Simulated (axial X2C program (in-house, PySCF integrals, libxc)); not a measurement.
# MoCl⁺: the levels of the configuration d4 s0 p(π)0

Computed with an axial X2C code built on PySCF integrals: two-component X2C with atomic mean-field Coulomb and Gaunt terms, basis Mo dyall-v3z, Cl dyall-v3z (cores contracted in-house). Orbitals come from Hartree–Fock averaged over the configuration Mo d4 s0 p(π)0; CI then distributes these electrons over the d, s, p(π) shells of Mo.

R = 2.270 Å (near the minimum of the configuration average).

Lowest levels of this model:

```tsv
Ω	energy (cm⁻¹)	g∥	configuration
0	0	0.00	100% d4
1	29	4.00	100% d4
2	114	7.99	100% d4
1	2952	5.94	100% d4
0	3069	0.00	100% d4
0	3149	0.00	100% d4
1	3277	2.06	100% d4
2	3445	6.01	100% d4
3	3619	9.99	100% d4
0	7839	0.00	100% d4
0	7840	0.00	100% d4
1	8181	0.02	100% d4
2	8499	4.01	100% d4
3	8799	8.00	100% d4
4	9083	11.99	100% d4
3	14655	5.77	100% d4
4	14764	9.73	100% d4
2	14847	2.10	100% d4
0	15005	0.00	100% d4
4	15524	8.22	100% d4
5	15537	11.96	100% d4
3	15580	4.35	100% d4
0	16505	0.00	100% d4
0	16965	0.00	100% d4
4	18197	6.09	100% d4
5	18558	10.06	100% d4
6	18720	13.81	100% d4
6	21017	12.19	100% d4
5	23290	10.74	100% d4
5	24117	11.25	100% d4
```

g∥ is the magnitude of 2⟨Lz + ge Sz⟩ for the +Ω component.

This point took 0.79 s on 1 thread of Arm Neoverse V1 (shared host).

There is no dynamic correlation: spin–orbit spacings and, for f shells, spacings inside one term are the most reliable numbers, splittings between terms come out too wide, and energies between configurations are not reliable, so the lowest level need not be the ground state of the molecule. For d shells the ligand-field splittings (σ, π, δ) and their order can be off by a thousand cm⁻¹ or more. At most 4 roots were kept for each Ω > 0 (twice that for Ω = 0) within 3.2 eV of the lowest, so higher up levels can be missing between those listed; levels with Ω > 0 are doubly degenerate and listed once, Ω = 0 levels singly. Some active spinors are only partly of the character that their shell is named for, so the shell names and counts are nominal. States that fill the shells left empty in the average are placed too high.
